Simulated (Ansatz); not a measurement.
`BN=CSC` + `O[SiH](O)[SiH3]` → `BO[SiH](O)[SiH3]` + `CSC=N`  (ligand exchange at a B–N bond)

Isolated molecules relaxed with PBE0-D4/def2-TZVP in Ansatz; ΔE leaves out vibrations. CBS: MP2 limit from def2 TZ/QZ plus the TZ coupled-cluster correction, frozen cores. This one scheme is used for every species. DFT in def2-TZVPP. One conformer a species, not always the lowest.

| level | ΔE (eV) |
| --- | --- |
| PBE0-D4 | -0.08 |
| ωB97X-V | -0.23 |
| ωB97M-V | -0.20 |
| HF/def2-TZVPP | -0.42 |
| MP2/def2-TZVPP | -0.20 |
| CCSD(T)/def2-TZVPP | -0.23 |
| SCS-MP2/def2-QZVPP | -0.25 |
| HF/CBS(def2) | -0.43 |

**Question.** What does CCSD(T)/CBS give? (Best estimate.)

**Answer.** Ansatz gave: -0.22 eV. The listed levels differ from it by 0.14, -0.01, 0.02, -0.20, 0.02, -0.01, -0.03, -0.21 eV.

Largest T1 diagnostic among the species: 0.015.

From PBE to PBE0 (25 % exact exchange), in def2-TZVPP and without D4, ΔE moves by −0.10 eV. In def2-TZVPP, CCSD(T) changes the Hartree–Fock value by +0.19 eV (the triples alone add +0.03 eV) and MP2 by +0.22 eV.
